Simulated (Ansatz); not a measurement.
This geometry of CH5AlClFO (10 atoms, charge 0, multiplicity 1) is a first-order saddle point.

Level of theory: RKS PBE-D4/def2-SVP (Ansatz).

```xyz
10
Properties=species:S:1:pos:R:3
Al -0.285 -0.033 -0.286
F 0.569 0.712 -1.714
C 0.851 -0.825 1.069
O -1.812 -0.696 -0.686
H 0.263 1.820 -1.115
Cl -0.419 2.387 0.066
H 0.295 -0.931 2.023
H 1.183 -1.839 0.764
H 1.754 -0.214 1.267
H -2.399 -0.382 -1.389
```

(1) Which two structures does it join? (They come from a converged band through this point; their orientation in space is the band's.)

(2) How far does it lie above each of them?

## Answers

(1) Bonds broken: H5–Cl6. Bonds formed: F2–H5.

Image 0:

```xyz
10
Properties=species:S:1:pos:R:3
Al -0.257 -0.130 -0.368
F 0.524 0.571 -1.770
C 0.844 -0.836 1.062
O -1.871 -0.656 -0.606
H 0.267 1.972 -1.063
Cl -0.306 2.472 0.061
H 0.233 -1.030 1.967
H 1.310 -1.797 0.761
H 1.659 -0.138 1.339
H -2.405 -0.428 -1.383
```

Image 6:

```xyz
10
Properties=species:S:1:pos:R:3
Al -0.385 0.082 -0.132
F 0.724 0.813 -1.659
C 0.839 -0.813 1.076
O -1.714 -0.749 -0.828
H 0.434 1.711 -1.321
Cl -0.682 2.289 0.133
H 0.389 -0.892 2.087
H 1.055 -1.845 0.728
H 1.803 -0.275 1.181
H -2.463 -0.321 -1.267
```

(2) 0.018 eV above the first and 0.091 eV above the second. This is the barrier of this one path; another mechanism may lie lower. The orbitals stay closed-shell, which can raise the energy where a bond breaks towards radicals; this wasn't checked here.

Time of the run: 2.2 min on 2 threads of Arm Neoverse V2, with other jobs on the host, peak memory 0.14 GiB.
